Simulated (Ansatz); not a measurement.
CH7BO3Si, SMILES `C[SiH2]OB(O)O`. The species carries charge 0 and has multiplicity 1. All single points use the PBE0-D4/def2-TZVP geometry. It is one conformer, not always the lowest.

```xyz
13

C    -1.421    1.247    0.662
Si   -1.177   -0.561    0.311
O     0.081   -0.812   -0.739
B     1.406   -0.517   -0.629
O     1.868    0.131    0.483
O     2.287   -0.857   -1.617
H    -2.273    1.391    1.332
H    -0.532    1.664    1.139
H    -1.615    1.803   -0.258
H    -0.924   -1.312    1.569
H    -2.370   -1.138   -0.361
H     2.816    0.273    0.452
H     1.853   -1.311   -2.343
```

**Question.** What is the dipole moment at PBE/def2-TZVPP? (Best estimate.)

**Answer.** The calculation gave: 0.70 D, with components (0.24, 0.48, -0.46) D in this frame, pointing from negative to positive charge.

**Question.** And with r2SCAN, B3LYP, ωB97M-V? (Estimate.)

**Answer.** The calculation gave: r2SCAN 0.71 D, B3LYP 0.65 D, ωB97M-V 0.67 D.

**Question.** Give the Mulliken charges with PBE, ωB97M-V, r2SCAN in def2-TZVPP. (Estimate.)

**Answer.** Computed: 
| atom | PBE | ωB97M-V | r2SCAN |
| --- | --- | --- | --- |
| C1 | -0.37 | -0.45 | -0.31 |
| Si2 | 0.41 | 0.40 | 0.49 |
| O3 | -0.33 | -0.41 | -0.44 |
| B4 | 0.30 | 0.42 | 0.46 |
| O5 | -0.28 | -0.31 | -0.35 |
| O6 | -0.28 | -0.31 | -0.35 |
| H7 | 0.10 | 0.12 | 0.07 |
| H8 | 0.12 | 0.13 | 0.09 |
| H9 | 0.10 | 0.12 | 0.08 |
| H10 | -0.09 | -0.05 | -0.09 |
| H11 | -0.08 | -0.04 | -0.09 |
| H12 | 0.20 | 0.19 | 0.21 |
| H13 | 0.20 | 0.19 | 0.21 |

B3LYP here is the variant with VWN-RPA as its local correlation; programs differ in this.
